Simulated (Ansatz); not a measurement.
`NCOC=[Se]` and `NCOCN` differ in one atom or group.

Ansatz, PBE0-D4/def2-TZVP geometries, multiplicity 1. Each molecule was computed in one conformer, which needn't be the lowest.

Scalar relativity is left out up to krypton. Spin–orbit coupling is left out; it splits and shifts lone-pair levels of the heavy atoms by tenths of an eV.

```
                                        property  `NCOC=[Se]`
size of the dipole moment (B3LYP/def2-TZVPP) / D         3.14
           HOMO–LUMO gap (B3LYP/def2-TZVPP) / eV         4.17
              LUMO energy (PBE0/def2-TZVPP) / eV        -1.58
             HOMO energy (B3LYP/def2-TZVPP) / eV        -5.96
             LUMO energy (B3LYP/def2-TZVPP) / eV        -1.79
              HOMO energy (PBE0/def2-TZVPP) / eV        -6.20
```

Task: Give the same properties after the change, and the shifts. (An estimate is asked.)

Result: Computed: 
| property | `NCOCN` | shift |
| --- | --- | --- |
| size of the dipole moment (B3LYP/def2-TZVPP) / D | 0.73 | -2.41 |
| HOMO–LUMO gap (B3LYP/def2-TZVPP) / eV | 7.69 | 3.52 |
| LUMO energy (PBE0/def2-TZVPP) / eV | 1.16 | 2.74 |
| HOMO energy (B3LYP/def2-TZVPP) / eV | -6.90 | -0.94 |
| LUMO energy (B3LYP/def2-TZVPP) / eV | 0.79 | 2.58 |
| HOMO energy (PBE0/def2-TZVPP) / eV | -7.14 | -0.94 |

With PBE0 the HOMO falls by 0.94 eV and the LUMO rises by 2.74 eV, so the gap widens by about 3.68 eV. PBE moves the HOMO by -0.61 eV and ωB97M-V by -1.19 eV. Dipoles are sizes alone; their direction can turn.

B3LYP here is the variant with VWN-RPA as its local correlation; programs differ in this.
